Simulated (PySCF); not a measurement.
# Excited states of Ne (neon, neutral)

Ground state [Ne], ¹S. Computed with PySCF 2.14 in aug-cc-pVDZ with two added diffuse shells each of s, p, d type (6s5p4d, 41 functions), with no relativity, point nucleus. Vertical excitation energies in eV without spin-orbit coupling; excited terms of each kind are numbered among those the solver found. Frozen: 1s2.

| term | leading excitation | EOM-EE-CCSD |
| --- | --- | --- |
| 1 3P° | 2p → s | 16.260 |
| 1 1P° | 2p → s | 16.466 |
| 1 3S | 2p → p | 17.966 |
| 1 3D | 2p → p | 18.188 |
| 1 1D | 2p → p | 18.250 |
| 1 3P | 2p → p | 18.292 |
| 1 1P | 2p → p | 18.297 |
| 1 1S | 2p → p | 18.555 |
| 2 3P° | 2p → s | 19.282 |
| 2 1P° | 2p → s | 19.329 |
| 2 3S | 2p → p | 19.752 |
| 2 3D | 2p → p | 19.809 |
| 2 1D | 2p → p | 19.829 |
| 1 3F° | 2p → d | 20.750 |
| 1 1F° | 2p → d | 20.754 |

Only the lower part of the computed list is shown. The solver can miss terms. Rydberg members are limited by the diffuse functions of the basis.
